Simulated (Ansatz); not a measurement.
```yaml
crystal:
  periodic: [false, false, false]
  atoms:
    - {symbol: O, position_ang: [-0.875697, -1.442921, -0.009513]}
    - {symbol: W, position_ang: [-0.022458, 0.181256, -0.148122]}
    - {symbol: O, position_ang: [1.076668, -0.116676, 1.294950]}
    - {symbol: F, position_ang: [-1.073410, 0.608461, -1.625731]}
    - {symbol: F, position_ang: [0.752181, 1.855256, -0.408485]}
    - {symbol: Cl, position_ang: [-1.613066, 1.231980, 1.165552]}
    - {symbol: Cl, position_ang: [1.543649, -0.663992, -1.628910]}
    - {symbol: H, position_ang: [-1.564772, -1.950342, -0.442379]}
    - {symbol: H, position_ang: [1.776914, 0.296988, 1.802638]}
basis:
  gaussian: {orbitals: def2-TZVPD, point_charges: [{charge: 1.00, position_ang: [5.217, -0.019, 0.770]}]}
magnetization: {spin_polarized: true, initial_magnetization: 0}
hamiltonian: {xc: {name: B3LYP5}}
output: {forces: true}
```

```sh
$ ansatz run in.yaml --threads 4 --pin off --events-out ev --progress --plain --max-ram 11315MiB
```

It prints (some lines left out):

```
Functional definition: B3LYP5
1862 factors; their error is unknown
mean field evaluation 1: about -36418.7475 eV, gradient 7.4e1 eV
mean field evaluation 2: about -36227.2312 eV, gradient 2.3e2 eV
mean field evaluation 4: about -36434.3828 eV, gradient 2.5e1 eV
mean field evaluation 8: about -36436.3565 eV, gradient 1.9e-1 eV
mean field evaluation 16: about -36436.4336 eV, gradient 1.9e-3 eV
mean field -36436.43357192 eV, -1339.0142362664 hartree, gradient 5.0e-5 eV, S^2 0.000000; 0 other end points of the search recorded, 0 dependent functions left out
reference -36436.43391485 eV, -1339.0142488686 hartree; 42, 42 occupied and 271, 271 virtual orbitals, 1862 factors
Total energy: -36436.43391485 eV, -1339.0142488686 hartree
Atom 0 at    -0.875697    -1.442921    -0.009513 Å, force     0.150750    -0.137915     0.065249 eV/Å
Atom 1 at    -0.022458     0.181256    -0.148122 Å, force    -1.801870     0.273257    -0.179242 eV/Å
Atom 2 at     1.076668    -0.116676     1.294950 Å, force     1.010452    -0.309538     0.828242 eV/Å
Atom 3 at    -1.073410     0.608461    -1.625731 Å, force     0.003645     0.006595    -0.216320 eV/Å
Atom 4 at     0.752181     1.855256    -0.408485 Å, force     0.432954     0.510328    -0.078109 eV/Å
Atom 5 at    -1.613066     1.231980     1.165552 Å, force    -0.017998     0.052010     0.097544 eV/Å
Atom 6 at     1.543649    -0.663992    -1.628910 Å, force     0.746893    -0.279551    -0.450255 eV/Å
Atom 7 at    -1.564772    -1.950342    -0.442379 Å, force    -0.230381    -0.201593    -0.082492 eV/Å
Atom 8 at     1.776914     0.296988     1.802638 Å, force    -0.293670     0.122524     0.187067 eV/Å
Dipole moment:    -0.408482    -0.453138     0.371555 e Å
```

Run time 29 s (4 threads of an Arm Neoverse V1 on a shared host); peak host memory 1.7 GiB.
